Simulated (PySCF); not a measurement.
# Assignment exercise: C₇H₄ClP

Bonds (- single, = double, # triple, : aromatic): C1#C2 1.202 Å, C2-C3 1.413 Å, C3:C4 1.390 Å, C4:C5 1.383 Å, C5-Cl6 1.734 Å, C5:C7 1.389 Å, C7:C8 1.377 Å, C8:P9 1.735 Å, P9:C3 1.755 Å. C1 carries H10; C4 carries H11; C7 carries H12; C8 carries H13.

One conformer, gas phase, non-relativistic Hamiltonian. Shieldings: GIAO PBE0/pcSseg-1; geometry: GFN2-xTB; PySCF 2.14.

Referencing at the same level of theory: ¹³C (σref 186.93), ¹H (σref 31.72) against TMS.

Q: Assign these signals to the numbered atoms. ¹³C{¹H} NMR (computed): δ 166.7, 161.5, 148.4, 146.1, 138.6, 98.6, 89.3.

A: 
166.7 → C8, aromatic CH
161.5 → C3, substituted aromatic carbon
148.4 → C5, aromatic carbon bearing chlorine
146.1 → C4, aromatic CH
138.6 → C7, aromatic CH: the aromatic region
98.6 → C1, terminal alkyne carbon: sp carbons lie upfield of alkene carbons because the cylindrical π system leaves one tensor component strongly shielded
89.3 → C2, alkyne carbon: the triple bond shields along its axis, which puts it between sp3 and sp2 carbons

Q: Assign these signals to the numbered atoms. ¹H NMR (400 MHz, computed): δ 9.14 (m, 1H), 8.33 (m, 1H), 8.00 (m, 1H), 3.68 (s, 1H).

A: 
9.14 → H13, hydrogen on an aromatic CH: it sits in the deshielding region of the aromatic ring current
8.33 → H11, hydrogen on an aromatic CH
8.00 → H12, hydrogen on an aromatic CH
3.68 → H10, hydrogen on a terminal alkyne carbon

Carbons that carry Cl, above all several Cl atoms, come out too deshielded, partly because spin–orbit coupling is missing. Splittings by ³¹P in the carbon and heteronuclear signals aren't shown, as no couplings were computed. Shifts are as computed. Against solution values, carbons near 30 ppm lie about +3 ppm off and those near 130 ppm about +5 ppm; carbons on Cl a further +6 ppm. Of 1211 compounds with measured shifts, 218 miss one by over three times the rms of a fit or turn the order of signals round; such compounds aren't used in these exercises. No couplings were computed; multiplicities are counted from neighbouring protons, with m where these are inequivalent, close in shift, in a saturated or five-membered ring or joined by F or P, and br s for small geminal =CH2 splittings.
